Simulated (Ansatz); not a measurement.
`C[Si](F)(F)[SiH3]` + NH₃ → `N[Si](F)(F)[SiH3]` + CH₄ at 600 K and 1 bar (ligand exchange at the Si–C bond).

Gas-phase electronic energies from Ansatz, PBE0-D4/def2-TZVP geometries. CBS: MP2 limit from def2 TZ/QZ plus the TZ coupled-cluster correction, frozen cores. This one scheme is used for every species. Each species was taken in one conformer, which may not be the lowest.

| species | CCSD(T)/CBS energy (Eh) | H − E (kJ/mol) | S (J/(mol·K)) |
| --- | --- | --- | --- |
| `C[Si](F)(F)[SiH3]` | -819.55181 | 248.2 | 474.8 |
| NH₃ | -56.50880 | 112.4 | 219.5 |
| `N[Si](F)(F)[SiH3]` | -835.62453 | 219.2 | 469.9 |
| CH₄ | -40.46206 | 140.4 | 215.7 |

H − E and S are ideal-gas, rigid-rotor, harmonic terms from PBE0-D4/def2-TZVP, for one conformer and one mirror image of each species. 1 Eh = 2625.50 kJ/mol, R = 8.31446 J/(mol·K).

Task: By hand: ΔE, ΔH, ΔS and ΔG.

Result: ΔE = (-835.62453) + (-40.46206) − (-819.55181) − (-56.50880) = -0.02598 Eh = -68.2 kJ/mol. Δ(H − E) = 219.2 + 140.4 − 248.2 − 112.4 = -1.0, so ΔH = -69.2 kJ/mol. ΔS = 469.9 + 215.7 − 474.8 − 219.5 = -8.7 J/(mol·K). ΔG = -69.2 − 600 × (-8.7)/1000 = -64.0 kJ/mol.

Task: By hand: the equilibrium constant, and the temperature at which ΔG would vanish if ΔH and ΔS stayed fixed.

Result: log₁₀ K = −ΔG/(RT ln 10) = 5.6. ΔG = 0 at ΔH/ΔS = 7954 K, far beyond where these terms or the molecules hold.

The number of gas molecules stays the same, so ΔS is small and ΔH decides. A doubt of 5 kJ/mol in ΔE shifts log₁₀ K by 0.4 here. Other conformers and mirror images would add mixing entropy, several J/(mol·K) or more a flexible species. These are equilibria of isolated gas molecules and say nothing of rates. Largest T1 diagnostic: 0.012 (customary marks: 0.02 for closed shells, 0.045 for open ones).
